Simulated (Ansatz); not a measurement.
Calculated with Ansatz (gas phase, PBE0-D4/def2-TZVP geometries, no zero-point term in ΔE). CCSD(T)/CBS is the MP2 limit (def2-TZVPP, def2-QZVPP) plus CCSD(T) − MP2 in def2-TZVPP, frozen cores. This one scheme is used for every species. Functionals use def2-TZVPP. B3LYP here is the variant with VWN-RPA as its local correlation; programs differ in this. For Ge outer-core shells are correlated without core-valence functions, which leaves a few kJ/mol of doubt a bond. Scalar relativity is left out up to krypton. Each species was taken in one conformer, which may not be the lowest.

Reaction (ligand exchange at a Ge–C bond): `C[CH2][Ge][CH2]C` + H–F → `C[CH2][Ge][F]` + `CC`

```tsv
level	ΔE (kJ/mol)	difference from CCSD(T)/CBS
BLYP-D4	-154.7	-21.7
r2SCANh-D4	-148.7	-15.7
CAM-B3LYP-D4	-157.4	-24.4
ωB97M-V	-148.6	-15.6
B3LYP	-166.7	-33.7
CAM-B3LYP	-166.4	-33.4
LC-ωPBE	-154.1	-21.1
CCSD/def2-TZVPP	-136.4	-3.4
CCSD(T)/def2-TZVPP	-133.0	0.0
HF/CBS(def2)	-171.1	-38.1
CCSD(T)/CBS	-133.0	0
```

What do rigid-rotor, harmonic-oscillator terms from PBE0-D4/def2-TZVP frequencies (298.15 K, 1 bar) make of the CCSD(T)/CBS value? (An estimate is asked.)

The calculation gave: ΔZPE = +6.2 kJ/mol, ΔH = -129.8 kJ/mol, ΔS = 13 J/(mol·K), ΔG = -133.6 kJ/mol. Modes under 50 cm⁻¹ make the entropy rough.

Largest T1 diagnostic among the species: 0.013.

From BLYP to BHLYP (50 % exact exchange), in def2-TZVPP and without D4, ΔE moves by +9.9 kJ/mol. At CCSD(T), def2-SVP lies −20.5 kJ/mol from the extrapolated value and def2-TZVPP −0.0 kJ/mol.
